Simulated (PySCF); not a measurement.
SiH3I, SMILES [SiH3]I. Atoms are numbered in the order given.

```xyz
5

Si     0.0000     0.0000     1.8420
I      0.0000     0.0000    -0.6172
H     -1.2131    -0.7004     2.3070
H      0.0000     1.4007     2.3070
H      1.2131    -0.7004     2.3070
```
Charge 0, spin multiplicity 1.

Geometry: B3LYP-D3(BJ)/def2-TZVP. The def2 effective core potentials stand for the cores of I; spin–orbit coupling is left out.

All values below come from TDA-LC-ωPBE/def2-TZVPD (PySCF).

Vertical excitations; the highest root listed may be one member of a degenerate set. The molecule is in vacuum. State labels are in the subgroup Cs.

| state | symmetry | energy (eV) | λ (nm) | f | main pairs |
|---|---|---|---|---|---|
| S1 | A" | 5.89 | 210 | 0.009 | HOMO−1→LUMO, HOMO−1→LUMO+7 (degenerate set) |
| S2 | A' | 5.89 | 210 | 0.009 | HOMO→LUMO, HOMO→LUMO+7 (degenerate set) |
| S3 | A' | 7.49 | 166 | 0.078 | HOMO→LUMO+4, HOMO→LUMO+1 (degenerate set) |
| S4 | A" | 7.49 | 166 | 0.078 | HOMO−1→LUMO+4, HOMO−1→LUMO+1 (degenerate set) |
| S5 | A" | 7.69 | 161 | 0.000 | HOMO→LUMO+6 42 %, HOMO−1→LUMO+5 42 % |
| S6 | A' | 7.82 | 158 | 0.023 | HOMO−2→LUMO 31 %, HOMO→LUMO+5 26 %, HOMO−1→LUMO+6 25 % |
| S7 | A' | 7.83 | 158 | 0.001 | HOMO−1→LUMO+6, HOMO→LUMO+5 (degenerate set) |
| S8 | A" | 7.83 | 158 | 0.001 | HOMO−1→LUMO+5, HOMO→LUMO+6 (degenerate set) |
| S9 | A' | 8.32 | 149 | 0.012 | HOMO→LUMO+1, HOMO→LUMO+4, HOMO→LUMO, HOMO−3→LUMO (degenerate set) |
| S10 | A" | 8.32 | 149 | 0.012 | HOMO−1→LUMO+1, HOMO−1→LUMO+4, HOMO−1→LUMO, HOMO−4→LUMO (degenerate set) |
| T1 | A' | 5.35 | 232 | 0 | HOMO→LUMO, HOMO→LUMO+7 (degenerate set) |
| T2 | A" | 5.35 | 232 | 0 | HOMO−1→LUMO, HOMO−1→LUMO+7 (degenerate set) |
| T3 | A' | 6.55 | 189 | 0 | HOMO−2→LUMO 63 %, HOMO−2→LUMO+7 15 % |
| T4 | A' | 7.12 | 174 | 0 | HOMO→LUMO+4 45 %, HOMO→LUMO+1 21 %, HOMO→LUMO+7 8 % |
Triplets are in the Tamm–Dancoff approximation.
